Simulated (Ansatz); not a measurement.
Reaction (redistribution): `O=C=N[SiH](F)Cl` + `[SiH3][S][GeH3]` → `F[SiH](Cl)[S][GeH3]` + `O=C=N[SiH3]`

Gas-phase electronic energies from Ansatz, PBE0-D4/def2-TZVP geometries. CCSD(T)/CBS is the MP2 limit (def2-TZVPP, def2-QZVPP) plus CCSD(T) − MP2 in def2-TZVPP, frozen cores. Functionals use def2-TZVPP. For Ge outer-core shells are correlated without core-valence functions, which leaves a few kJ/mol of doubt a bond. Scalar relativity is left out up to krypton. Each species was taken in one conformer, which may not be the lowest.

`O=C=N[SiH](F)Cl`:

```xyz
7

O    -0.387   -2.714   -1.191
C    -0.415   -1.654   -0.725
N    -0.495   -0.561   -0.240
Si    0.070    0.888    0.413
F    -0.281    2.053   -0.596
Cl    2.085    0.828    0.639
H    -0.577    1.160    1.700
```

`[SiH3][S][GeH3]`:

Z-matrix (Å, degrees):
```
Si
S 1 2.131
H 1 1.483 2 106.5
H 1 1.487 2 111.1 3 119.7
H 1 1.487 2 111.1 3 -119.7
Ge 2 2.227 1 98.2 3 -179.6
H 6 1.533 2 105.6 1 179.6
H 6 1.536 2 109.6 1 60.0
H 6 1.536 2 109.7 1 -60.8
```

`F[SiH](Cl)[S][GeH3]`:

Cartesian coordinates in Å:
```
F -2.476 1.488 1.101
Si -1.432 0.422 0.564
Cl -2.063 -0.210 -1.274
S 0.435 1.378 0.482
Ge 1.563 -0.321 -0.448
H -1.454 -0.750 1.458
H 0.951 -1.640 0.044
H 3.003 -0.157 0.046
H 1.473 -0.210 -1.973
```

`O=C=N[SiH3]`:

```xyz
7

O    -0.562   -1.723   -2.427
C    -0.345   -1.060   -1.494
N    -0.124   -0.383   -0.540
Si    0.191    0.587    0.827
H     1.115   -0.140    1.729
H    -1.087    0.863    1.524
H     0.811    1.857    0.381
```

| level | ΔE (kJ/mol) |
| --- | --- |
| B97M-V | 9.0 |
| PBE0-D4 | 6.7 |
| B2PLYP | 7.6 |
| PBE0 | 8.0 |
| LC-ωPBE | 6.7 |
| CCSD/def2-SVP | 8.0 |
| MP2/def2-TZVPP | 6.4 |
| HF/CBS(def2) | 11.6 |

Q: What does CCSD(T)/CBS give? (Best estimate.)

A: Ansatz gave: +6.9 kJ/mol. The listed levels differ from it by 2.1, -0.2, 0.7, 1.1, -0.2, 1.1, -0.5, 4.7 kJ/mol.

Largest T1 diagnostic among the species: 0.016.

Leaving LDA and LC-ωPBE aside and taking each functional with its dispersion term where it has one, the values, not all of them listed here, spread over 3.9 kJ/mol, from BLYP-D4 to B97M-V.
